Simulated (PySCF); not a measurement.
## Bond length, frequency and bond energy of BiH⁺ by level of theory

State: ²Π (doublet), unpaired electrons π ↑. Set-up: Bi cc-pVDZ-PP with ECP60, H cc-pVDZ; scalar-relativistic core potentials (PySCF 2.14). De refers to Bi⁺ + H in their high-spin ground configurations, without counterpoise correction. The functionals are run spin-unrestricted. A positive dipole points towards H; it is taken about the centre of mass and depends on that origin.

```json
{"Level": "UHF", "Re (Å)": "1.774", "ωe (cm⁻¹)": "1988", "De (eV)": "n/a", "μ (D)": "0.07"}
{"Level": "UHF-MP2", "Re (Å)": "1.775", "ωe (cm⁻¹)": "1938", "De (eV)": "n/a", "μ (D)": "n/a"}
{"Level": "UHF-SCS-MP2", "Re (Å)": "1.779", "ωe (cm⁻¹)": "1928", "De (eV)": "n/a", "μ (D)": "n/a"}
{"Level": "UHF-CCSD", "Re (Å)": "1.789", "ωe (cm⁻¹)": "1857", "De (eV)": "n/a", "μ (D)": "n/a"}
{"Level": "UHF-CCSD(T)", "Re (Å)": "1.791", "ωe (cm⁻¹)": "1845", "De (eV)": "n/a", "μ (D)": "n/a"}
{"Level": "PBE", "Re (Å)": "1.815", "ωe (cm⁻¹)": "1810", "De (eV)": "n/a", "μ (D)": "0.02"}
{"Level": "r²SCAN", "Re (Å)": "1.798", "ωe (cm⁻¹)": "1873", "De (eV)": "n/a", "μ (D)": "0.03"}
{"Level": "PBE0", "Re (Å)": "1.794", "ωe (cm⁻¹)": "1889", "De (eV)": "n/a", "μ (D)": "0.05"}
{"Level": "r²SCAN0", "Re (Å)": "1.785", "ωe (cm⁻¹)": "1922", "De (eV)": "n/a", "μ (D)": "0.07"}
{"Level": "M06", "Re (Å)": "1.808", "ωe (cm⁻¹)": "1872", "De (eV)": "n/a", "μ (D)": "-0.16"}
{"Level": "M06-2X", "Re (Å)": "1.786", "ωe (cm⁻¹)": "1912", "De (eV)": "n/a", "μ (D)": "0.04"}
```

The bond length runs from 1.774 Å (UHF) to 1.815 Å (PBE).

Correlated steps freeze 4 core orbitals. Spin–orbit coupling is left out, which matters for elements this heavy, above all for dissociation energies. The state was picked by a PBE0 search and need not be the measured ground state.

The whole job (state search and all levels along the bond) took about 0.44 min on 1 thread of Intel Xeon Platinum 8488C (shared host), peak memory 0.35 GiB.
